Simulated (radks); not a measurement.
Species: Cs41+. Configuration: [Ne] 3s2 3p2.

Method: Dirac Kohn-Sham, PBE, spin-unpolarised, spherical densities, point nucleus; open shells are shared between the two j in proportion to 2j + 1; computed with a radial shooting solver on a logarithmic mesh with Libxc functionals.

Energy parts (Ry):
total: -12548.6278
kinetic: 13520.0374
electron-nucleus: -27405.3452
Hartree: 1553.5755
exchange-correlation: -216.8955

Orbitals (lengths in bohr, moments of r in powers of bohr; r(90%) holds 90 % of the orbital's charge):
| orbital | occ. | eigenvalue (Ry) | <r^2> | <r^4> | r(90%) | small-component weight |
|---|---|---|---|---|---|---|
| 1s1/2 | 2 | -2819.304 | 0.0009241 | 2.240e-06 | 0.0470 | 4.12e-02 |
| 2s1/2 | 2 | -593.1432 | 0.01431 | 0.0003488 | 0.170 | 9.12e-03 |
| 2p1/2 | 2 | -571.1556 | 0.01050 | 0.0002189 | 0.151 | 9.10e-03 |
| 2p3/2 | 4 | -544.4836 | 0.01169 | 0.0002641 | 0.159 | 8.63e-03 |
| 3s1/2 | 2 | -234.6194 | 0.08156 | 0.009716 | 0.389 | 3.47e-03 |
| 3p1/2 | 0.666667 | -226.7220 | 0.07444 | 0.008419 | 0.376 | 3.41e-03 |
| 3p3/2 | 1.33333 | -219.9733 | 0.07929 | 0.009493 | 0.388 | 3.30e-03 |

The highest occupied level is 3p3/2 at -2992.9 eV. Summed over all electrons, <r^2> = 0.4167 bohr^2, which gives a Langevin (diamagnetic) susceptibility term of -0.33 x 10^-6 cm^3/mol.
